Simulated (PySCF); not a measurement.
# Excitation energy of S by level of theory

S [Ne] 3s2 3p4 (3P) → S [Ne] 3s1 3p4 3d1 (high-spin determinant), as a difference of total energies. All numbers are calculated (PySCF 2.14, scalar relativity by spin-free X2C-1e, in aug-cc-pCVTZ-DK with one added diffuse shell each of s, p, d, f type (9s8p6d4f, 91 functions)). Correlated levels: valence: [Ne] frozen; valence and next inner shell: 1s2 frozen; nothing frozen. The calculations carry no spin-orbit coupling.

```
                                method  excitation energy (eV)
                                   UHF                  17.883
                                   LDA                  18.364
                                   PBE                  18.085
                                  PBE0                  18.337
                                r2SCAN                  17.935
                                  BP86                  18.063
                                  PW91                  18.118
                                 B97-3                  18.796
                             CAM-B3LYP                  18.838
                         MP2 (valence)                  18.403
                     SCS-MP2 (valence)                  18.584
    MP2 (valence and next inner shell)                  18.506
SCS-MP2 (valence and next inner shell)                  18.657
                   MP2 (all electrons)                  18.500
               SCS-MP2 (all electrons)                  18.653
```

How much does correlation contribute at MP2 (all electrons)?

18.500 − (17.883) = 0.617 eV, measured against UHF.

The upper state lies above the first ionisation limit, where it may autoionise and the basis confines it.

The promoted electron is Rydberg-like, and one or two diffuse shells describe it only roughly, which tends to raise the upper state.

The determinant of the upper state mixes LS terms, which raises its energy above the lowest term, most at the Hartree-Fock and MP2 levels.
